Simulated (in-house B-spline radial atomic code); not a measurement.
**Binding energies in Tb+**

NIST's tabulated ground configuration is [Xe] 4f9 6s1; each binding energy is the energy of the ion with one electron taken from that subshell, relaxed, less that of the parent. Level of theory: Dirac-Kohn-Sham PBE, spherical fractional occupations, Fermi nucleus of rms radius 5.06 fm; calculated with a B-spline radial code for spherical atoms. Energies include first-order Breit, QED and recoil terms.

```csv
subshell,X-ray name,binding energy (eV),-ε (eV),relaxation (eV)
1s,K,52067,51801.9,-466.4
2s,L1,8644.6,8588.2,-82.3
2p1/2,L2,8242.9,8162.2,-105.5
2p3/2,L3,7493.2,7415.6,-94.1
3s,M1,1927.6,1909.7,-22.9
3p1/2,M2,1744.4,1724.3,-24.5
3p3/2,M3,1590.1,1570.2,-22.7
3d3/2,M4,1276.5,1250.8,-27.3
3d5/2,M5,1242.8,1217.1,-26.6
4s,N1,392,383.3,-9.8
4p1/2,N2,319.4,310.6,-9.7
4p3/2,N3,285.2,276.3,-9.4
4d3/2,N4,165.7,156.7,-9.1
4d5/2,N5,159.5,150.5,-9.1
5s,O1,60.15,53.80,-6.51
5p1/2,O2,40.29,34.32,-6.07
5p3/2,O3,35.73,29.94,-5.83
4f,"N6,7",17.24,9.36,-7.77
6s,P1,11.5,8.74,-2.79
```

Relaxation = -ε minus the binding energy without Breit, QED and recoil terms. With a density functional, K lines can miss by some tenths of a per cent, more in light atoms. For a density functional the relaxation so defined is negative, because -ε of a Kohn-Sham level is smaller than the binding energy.

Emission lines follow as differences of binding energies, with λ = 12398.42 eV·Å / E:

```
 line          holes  energy (eV)  wavelength (Å)
 K-L3     1s → 2p3/2      44573.8         0.27815
 K-L2     1s → 2p1/2      43824.1         0.28291
 K-M3     1s → 3p3/2      50476.9         0.24563
L3-M5  2p3/2 → 3d5/2       6250.4          1.9836
L2-M4  2p1/2 → 3d3/2       6966.4          1.7797
L1-M3     2s → 3p3/2       7054.5          1.7575
L3-M1     2p3/2 → 3s       5565.6          2.2277
L2-N4  2p1/2 → 4d3/2       8077.2           1.535
```

Question: What screening constant σ does Moseley's law, E = (3/4)·13.6057 eV·(Z - σ)², need for K-L3?

Answer: σ = -1.09.

Moseley's non-relativistic formula needs a falling, then negative, screening constant for heavy elements, because relativity binds the 1s electron more strongly than the formula allows.

Question: What does it cost to remove both a 2p1/2 and a 3d5/2 electron?

Answer: 9562.6 eV, which is 76.92 eV more than the two single binding energies together.

Question: What does it cost to remove both a 1s and a 5p1/2 electron?

Answer: 52122 eV, which is 14.98 eV more than the two single binding energies together.

Question: What does it cost to remove both a 2p3/2 and a 3p3/2 electron?

Answer: 9153.1 eV, which is 69.82 eV more than the two single binding energies together.
